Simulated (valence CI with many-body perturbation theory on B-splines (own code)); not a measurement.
**Tm37+: E2, M1 decay**

Level of theory: configuration interaction combined with many-body perturbation theory (CI+MBPT): four valence electrons over a frozen Dirac-Fock core [Ar] 3d10, a basis of 11 s, 11 p, 9 d, 7 f, 5 g, 2 h, 1 i functions for each j, with the one-electron correlation potential Σ1 (screened to all orders), the two-electron term Σ2, the three-electron term Σ3, Breit, model QED; selected single and double excitations, second order for the rest (own B-spline code, finite nucleus).

No measured spectrum was set against this ion. As an estimate, large intervals hold to a few tenths of a per cent, small ones and those within an open d or f shell to about a per cent.

Lines 1 to 11 of 11 in falling wavelength, among levels below 397.86 eV, chosen from the decays that carry over 1 % of a level's rate. Wavelengths and rates use the calculated energies. Electric multipoles are in the length gauge, E1 and E2 with the static RPA response of the core. S is in atomic units (e²a₀⁴ for E2 and M2, e²a₀⁶ for E3), for M1 in squared Bohr magnetons. Weak lines are less certain than strong ones. Lines between different terms over intervals too small for the method are left out, as are lines whose strength nearly cancels.

Levels are named by their leading jj configuration (3d3/2^4 stands for four electrons in 3d with j = 3/2), which in mixed levels can hold well under half, so a name can repeat and another be missing.

```
λ vac (nm)                   Upper                   Lower  Type   A (s⁻¹)  S (a.u.)
     22.55  (4s^2 4p3/2 4d5/2) J=4  (4s^2 4p1/2 4d5/2) J=3    M1  9.63e+05  3.69e+00
     20.08  (4s^2 4p1/2 4p3/2) J=1      (4s^2 4p1/2^2) J=0    M1  1.57e+06  1.41e+00
     19.18      (4s^2 4p3/2^2) J=2  (4s^2 4p1/2 4p3/2) J=2    M1  1.33e+06  1.74e+00
     19.18      (4s^2 4p3/2^2) J=2  (4s^2 4p1/2 4p3/2) J=2    E2  6.16e+04  7.14e-02
     18.90  (4s^2 4p1/2 4p3/2) J=2      (4s^2 4p1/2^2) J=0    E2  3.32e+04  3.57e-02
     18.10      (4s^2 4p3/2^2) J=2  (4s^2 4p1/2 4p3/2) J=1    M1  1.40e+06  1.54e+00
     18.10      (4s^2 4p3/2^2) J=2  (4s^2 4p1/2 4p3/2) J=1    E2  3.14e+04  2.73e-02
     17.76  (4s^2 4p3/2 4d5/2) J=4  (4s 4p1/2 4p3/2^2) J=3    M1  2.99e+05  5.60e-01
     16.97      (4s^2 4p3/2^2) J=0  (4s^2 4p1/2 4p3/2) J=2    E2  1.50e+05  1.89e-02
     16.12      (4s^2 4p3/2^2) J=0  (4s^2 4p1/2 4p3/2) J=1    M1  3.62e+06  5.63e-01
     9.301  (4s^2 4p3/2 4d5/2) J=4  (4s 4p1/2^2 4p3/2) J=2    E2  2.86e+04  1.60e-03
```
